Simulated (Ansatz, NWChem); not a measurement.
Worked example: the enthalpy of formation of GeH4 (germane)

The species is GeH4 (5 atoms), meant as a singlet with charge 0. SMILES: `[GeH4]`. The coordinates come from a PBE0-D4/def2-TZVP relaxation.

```xyz
5

Ge    0.0001    0.0001    0.0000
H     1.1481   -0.7563    0.6806
H    -1.2388   -0.0300    0.9042
H    -0.3292   -0.6691   -1.3406
H     0.4198    1.4554   -0.2441
```

Total energies at PBE0/def2-TZVP (NWChem 7.3.0); the atoms run unrestricted:

```tsv
species	state	energy (Eh)
GeH4	singlet	-2079.118420
Ge	triplet	-2076.655162
H	doublet	-0.501036
```

Harmonic wavenumbers at PBE0-D4/def2-TZVP, in cm⁻¹: 820, 820, 820, 924, 924, 2170, 2176, 2176, 2176.

Measured heats of formation of the gaseous atoms at 298.15 K, in kJ/mol: Ge 372.0, H 218.0. Spin-orbit lowering of the atoms at 298 K (mean of the ground term's levels less their thermal mean, from spectra), in kJ/mol: Ge 10.39. Take 1 Eh = 2625.50 kJ/mol, 1 cm⁻¹ = 0.0119627 kJ/mol, RT = 2.479 kJ/mol.

Problem. Work out the heat of formation of the gas at 298 K.

Solution. 
1. Electronic atomisation energy: (-2076.655162) + 4 × (-0.501036) − (-2079.118420) = 0.459114 Eh = 1205.4 kJ/mol.
2. Zero-point energy: half the sum of the wavenumbers, 6503 cm⁻¹ = 77.8 kJ/mol.
3. Thermal vibrational enthalpy, Σ hcν̃/(exp(hcν̃/kT) − 1): 0.8 kJ/mol. Translation, rotation and pV of a non-linear molecule: 4 RT = 9.9 kJ/mol.
4. The 5 free atoms carry 5/2 RT each: 31.0 kJ/mol.
5. Spin-orbit coupling lowers the free atoms by 10.39 = 10.4 kJ/mol.
6. Atomisation enthalpy at 298 K: 1205.4 − 10.4 − 77.8 − 0.8 − 9.9 + 31.0 = 1137.5 kJ/mol.
7. Sum of the atoms' heats of formation: 1244.0 kJ/mol. Heat of formation: 1244.0 − 1137.5 = +106.5 kJ/mol.

The tabulated value is +90.8 kJ/mol (CRC Handbook of Chemistry and Physics), so this level is off by +15.7 kJ/mol, or 1.4 % of the atomisation enthalpy. Relativity is left out. Anharmonicity and any spin-orbit splitting of the molecule are left out.
